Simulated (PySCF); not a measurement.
## Solvent effects on NMR parameters

Molfile (atoms numbered from 1):
```
C7H7N2P
     RDKit          3D

 17 17  0  0  0  0  0  0  0  0999 V2000
    2.7256    0.0535    1.0448 C   0  0  0  0  0  0  0  0  0  0  0  0
    1.9057    0.4639    0.2483 C   0  0  0  0  0  0  0  0  0  0  0  0
    0.9674    0.9579   -0.6865 C   0  0  0  0  0  0  0  0  0  0  0  0
    1.0467    2.4490   -1.5958 P   0  0  0  0  0  0  0  0  0  0  0  0
   -0.4926    1.9435   -2.2893 C   0  0  0  0  0  0  0  0  0  0  0  0
   -0.9760    0.7898   -1.8739 N   0  0  0  0  0  0  0  0  0  0  0  0
   -0.1547    0.2497   -0.9911 N   0  0  0  0  0  0  0  0  0  0  0  0
   -0.5559   -0.9982   -0.3548 C   0  0  0  0  0  0  0  0  0  0  0  0
   -1.3139   -0.7584    0.9146 C   0  0  0  0  0  0  0  0  0  0  0  0
   -0.9384   -1.2207    2.1056 C   0  0  0  0  0  0  0  0  0  0  0  0
    3.4568   -0.3039    1.7463 H   0  0  0  0  0  0  0  0  0  0  0  0
   -1.0720    2.4952   -3.0331 H   0  0  0  0  0  0  0  0  0  0  0  0
   -1.1821   -1.5157   -1.0955 H   0  0  0  0  0  0  0  0  0  0  0  0
    0.3458   -1.5983   -0.1696 H   0  0  0  0  0  0  0  0  0  0  0  0
   -2.2254   -0.1582    0.8117 H   0  0  0  0  0  0  0  0  0  0  0  0
   -0.0223   -1.8076    2.2260 H   0  0  0  0  0  0  0  0  0  0  0  0
   -1.5309   -1.0293    3.0037 H   0  0  0  0  0  0  0  0  0  0  0  0
  1  2  3  0
  2  3  1  0
  3  4  2  0
  4  5  1  0
  5  6  2  0
  6  7  1  0
  7  8  1  0
  8  9  1  0
  9 10  2  0
  7  3  1  0
  1 11  1  0
  5 12  1  0
  8 13  1  0
  8 14  1  0
  9 15  1  0
 10 16  1  0
 10 17  1  0
M  END
```

GIAO PBE0/pcSseg-1 in PySCF 2.14.0 with density-fitted response routines on one PBE0-D3(BJ)/def2-SVP conformer, non-relativistic, equivalent nuclei averaged. Solvents enter as an IEF-PCM continuum (cyclohexane with ε = 2.0, chloroform with ε = 4.7) around the gas-phase geometry. Shifts are referred to TMS computed in the same medium.

Gas phase, δ in ppm: C5 168.5, C3 158.0, C9 141.7, C10 129.2, C1 103.2, C2 78.1, C8 58.8, H12 8.62, H15 6.08, H16 5.77, H17 5.60, H13/H14 4.90, H11 4.22. Dipole moment 2.53 D.

**Question.** How does each δ change in the continuum?

**Answer.** 
```
  atoms                                          environment  Δδ, cyclohexane  Δδ, chloroform
     C5                  aromatic CH next to a ring nitrogen             +0.9            +1.7
     C3  substituted aromatic carbon next to a ring nitrogen             +0.8            +1.4
     C9                                            alkene CH             +0.5            +1.0
    C10                                 terminal =CH2 carbon             +0.8            +1.6
     C1                               terminal alkyne carbon             +1.7            +3.3
     C2                                        alkyne carbon              0.0            -0.1
     C8                          allylic sp3 CH2 bonded to N             +0.5            +0.9
    H12   hydrogen on an aromatic CH next to a ring nitrogen            +0.08           +0.15
    H15                             hydrogen on an alkene CH            +0.04           +0.07
    H16                   hydrogen on a terminal =CH2 carbon            +0.07           +0.14
    H17                   hydrogen on a terminal =CH2 carbon            +0.08           +0.14
H13/H14           hydrogen on an allylic sp3 CH2 bonded to N            +0.07           +0.13
    H11                 hydrogen on a terminal alkyne carbon            +0.22           +0.41
```

Changes are relative to the gas phase. The dipole moment becomes 2.83 D in cyclohexane, 3.09 D in chloroform.

**Question.** Which nuclei move most (in ppm), and what does the model miss?

**Answer.** C1 (terminal alkyne carbon, +3.3 ppm) in chloroform. A continuum only polarises the solute; specific hydrogen bonds, the anisotropy of aromatic solvents and changes of geometry or conformer are outside it.
